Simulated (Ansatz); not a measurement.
`C[SiH2]O` and `O[SiH2][CH2][GeH2][OH]` differ in one atom or group.

Ansatz, PBE0-D4/def2-TZVP geometries, multiplicity 1. Each molecule was computed in one conformer, which needn't be the lowest.

Scalar relativity is left out up to krypton.

```
                                          property  `C[SiH2]O`
    size of the dipole moment (PBE/def2-TZVPP) / D        1.65
               HOMO–LUMO gap (PBE/def2-TZVPP) / eV        6.55
size of the dipole moment (ωB97M-V/def2-TZVPP) / D        1.68
               LUMO energy (B3LYP/def2-TZVPP) / eV        0.16
               HOMO energy (B3LYP/def2-TZVPP) / eV       -8.21
                LUMO energy (PBE0/def2-TZVPP) / eV        0.48
```

(1) What does the change do to each property? (Estimate.)

Results:

(1) Computed: 
```json
{"property": "size of the dipole moment (PBE/def2-TZVPP) / D", "`O[SiH2][CH2][GeH2][OH]`": "3.03", "shift": "1.38"}
{"property": "HOMO–LUMO gap (PBE/def2-TZVPP) / eV", "`O[SiH2][CH2][GeH2][OH]`": "5.79", "shift": "-0.76"}
{"property": "size of the dipole moment (ωB97M-V/def2-TZVPP) / D", "`O[SiH2][CH2][GeH2][OH]`": "3.21", "shift": "1.53"}
{"property": "LUMO energy (B3LYP/def2-TZVPP) / eV", "`O[SiH2][CH2][GeH2][OH]`": "-0.36", "shift": "-0.52"}
{"property": "HOMO energy (B3LYP/def2-TZVPP) / eV", "`O[SiH2][CH2][GeH2][OH]`": "-8.00", "shift": "0.21"}
{"property": "LUMO energy (PBE0/def2-TZVPP) / eV", "`O[SiH2][CH2][GeH2][OH]`": "-0.07", "shift": "-0.55"}
```

With PBE0 the HOMO rises by 0.20 eV and the LUMO falls by 0.55 eV, so the gap narrows by about 0.75 eV. PBE moves the HOMO by 0.21 eV and ωB97M-V by 0.20 eV. Dipoles are sizes alone; their direction can turn.

B3LYP here is the variant with VWN-RPA as its local correlation; programs differ in this.
